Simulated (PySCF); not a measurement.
C2H4BF2 (doublet state).
Bonds: C1–C2, C2–B3, B3–F4, B3–F5. Hydrogens: H6, H7, H8 on C1; H9 on C2.

A GFN2-xTB structure was refined with PBE0-D3(BJ)/def2-SVP geometry optimisation, gas phase in PySCF 2.14.0. Its GFN2-xTB values:

| coordinate | GFN2-xTB |
| --- | --- |
| C1–C2 | 1.474 Å |
| C1–H6 | 1.095 Å |
| C2–B3 | 1.512 Å |
| C2–H9 | 1.081 Å |
| B3–F4 | 1.332 Å |
| B3–F5 | 1.331 Å |
| C1–C2–B3 | 124.5° |
| C2–B3–F4 | 123.0° |
| C2–B3–F5 | 123.0° |
| F4–B3–F5 | 114.0° |

Problem. How do these coordinates change at the PBE0-D3(BJ)/def2-SVP level?

Solution. 
```json
{"coordinate": "C2–B3", "PBE0-D3(BJ)/def2-SVP (Å or °)": "1.530", "change": "+0.018"}
{"coordinate": "C2–H9", "PBE0-D3(BJ)/def2-SVP (Å or °)": "1.096", "change": "+0.015"}
{"coordinate": "C1–H6", "PBE0-D3(BJ)/def2-SVP (Å or °)": "1.107", "change": "+0.012"}
{"coordinate": "C1–C2", "PBE0-D3(BJ)/def2-SVP (Å or °)": "1.481", "change": "+0.007"}
{"coordinate": "B3–F5", "PBE0-D3(BJ)/def2-SVP (Å or °)": "1.325", "change": "-0.006"}
{"coordinate": "B3–F4", "PBE0-D3(BJ)/def2-SVP (Å or °)": "1.327", "change": "-0.005"}
{"coordinate": "F4–B3–F5", "PBE0-D3(BJ)/def2-SVP (Å or °)": "116.7", "change": "+2.7"}
{"coordinate": "C2–B3–F4", "PBE0-D3(BJ)/def2-SVP (Å or °)": "121.4", "change": "-1.6"}
{"coordinate": "C2–B3–F5", "PBE0-D3(BJ)/def2-SVP (Å or °)": "121.9", "change": "-1.1"}
{"coordinate": "C1–C2–B3", "PBE0-D3(BJ)/def2-SVP (Å or °)": "124.0", "change": "-0.5"}
```

The energy falls by 0.76 kcal/mol over 6 energy and gradient evaluations, the largest force component goes from 0.0174 to 1.3e-04 Eh/bohr, and the atoms move by 0.022 Å rms after alignment. The bond that changes most is C2–B3 (ends: carbon bonded to B, C and H; boron bonded to C and 2 F), which lengthens by 0.018 Å. Bonds longer at the end by more than 0.005 Å: 6 of 8; shorter: 1. Rotational constants go from 9493, 3429, 2558 to 9353, 3435, 2552 MHz.

The run used 90 basis functions and 39 SCF cycles in all.

No PBE0-D3(BJ)/def2-SVP frequencies stand behind this structure, so it isn't proved a minimum. ⟨S²⟩ = 0.753 (exact for a doublet: 0.75).

Conformer computed: `[CH3:1][CH:2][B:3]([F:4])[F:5]`: C1–C2–B3–F4 1°.

One conformer stands for the species.
